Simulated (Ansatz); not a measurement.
Ansatz results at the PBE0-D4/def2-TZVP geometry: HOMO energy (B3LYP/def2-TZVPP) -6.69 eV; HOMO–LUMO gap (ωB97M-V/def2-TZVPP) 11.28 eV; HOMO energy (ωB97M-V/def2-TZVPP) -9.08 eV.

Each molecule was computed in one conformer, which needn't be the lowest.

Which molecule gave them?
A. `[SiH3][GeH]1[CH2][O]1`
B. `C1[SiH2]O[SiH2]1`
C. `N=CSCO`
D. `CSC(=N)O`

D. The others give `N=CSCO`: -7.14, 11.16, -9.51; `[SiH3][GeH]1[CH2][O]1`: -6.80, 9.98, -9.13; `C1[SiH2]O[SiH2]1`: -8.05, 11.68, -10.45.

B3LYP here is the variant with VWN-RPA as its local correlation; programs differ in this.
